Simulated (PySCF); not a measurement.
PySCF job for C4H10O2Zn2, SMILES [CH3][Zn][O]CC[O][Zn][CH3], IEF-PCM-M06-2X/def2-SVP. The structure is a stationary point at B3LYP-D3(BJ)/def2-SVP. One conformer was computed; it need not be the lowest.

```python
import numpy as np
from pyscf import gto, scf, dft
from pyscf.solvent import pcm

mol = gto.M(
    atom='''
    C    -2.63400358   -0.37721098   -2.50127628
    Zn   -1.58533312   -0.14550782   -0.89656364
    O    -0.53816495   -0.00710529    0.57658977
    C    -0.70777186    0.82421790    1.72756789
    C     0.48904722    0.57677827    2.65457616
    O     1.68973487    0.65621096    1.96826330
    Zn    1.57678802   -0.07030189    0.27511255
    C     2.00318371   -0.73003510   -1.52158460
    H    -3.55899793   -0.93357251   -2.28587476
    H    -2.90393887    0.59880390   -2.93277042
    H    -2.05196622   -0.93948723   -3.24776091
    H    -1.66065669    0.59630742    2.24100987
    H    -0.72245654    1.88980193    1.42383425
    H     0.44044061    1.32714496    3.47363869
    H     0.33773798   -0.41865553    3.13857133
    H     3.03633477   -0.48932468   -1.81777900
    H     1.33572635   -0.28659111   -2.28227833
    H     1.88883710   -1.82548229   -1.58158181
    ''',
    basis='def2-SVP',
    charge=0,
    spin=0,
    max_memory=1600,
    verbose=3,
)
mf = dft.RKS(mol, xc='m06-2x').density_fit(auxbasis='def2-universal-jkfit')
mf.grids.level = 4
mf.conv_tol = 1e-9
mf.max_cycle = 100
mf.kernel()
res = {}
for name, eps in {'water': 78.355, 'ethanol': 24.852, 'dichloromethane': 8.93}.items():
    s = mf.PCM()
    s.with_solvent.method, s.with_solvent.eps, s.with_solvent.lebedev_order = 'IEF-PCM', eps, 17
    s.kernel(mf.make_rdm1())
    res[name] = (s.e_tot, eps, s.dip_moment(), s.mo_energy, s.converged)
    print(f'{name}: electrostatic solvation free energy {(s.e_tot - mf.e_tot) * 627.509474:.3f} kcal/mol')
```

It prints:

```
converged SCF energy = -3866.79506257843

WARN: PCM is an experimental feature. It is still in testing.
Features and APIs may be changed in the future.

converged SCF energy = -3866.83067857437
Dipole moment(X, Y, Z, Debye): -5.16576, -0.23899, -2.22265
water: electrostatic solvation free energy -22.349 kcal/mol

WARN: PCM is an experimental feature. It is still in testing.
Features and APIs may be changed in the future.

converged SCF energy = -3866.82894852332
Dipole moment(X, Y, Z, Debye): -5.13029, -0.24784, -2.22009
ethanol: electrostatic solvation free energy -21.264 kcal/mol

WARN: PCM is an experimental feature. It is still in testing.
Features and APIs may be changed in the future.

converged SCF energy = -3866.82478216478
Dipole moment(X, Y, Z, Debye): -5.04348, -0.26566, -2.21432
dichloromethane: electrostatic solvation free energy -18.649 kcal/mol
```

The calculation finished and met its thresholds.

Cost: about 8 core-minutes (a rough figure).
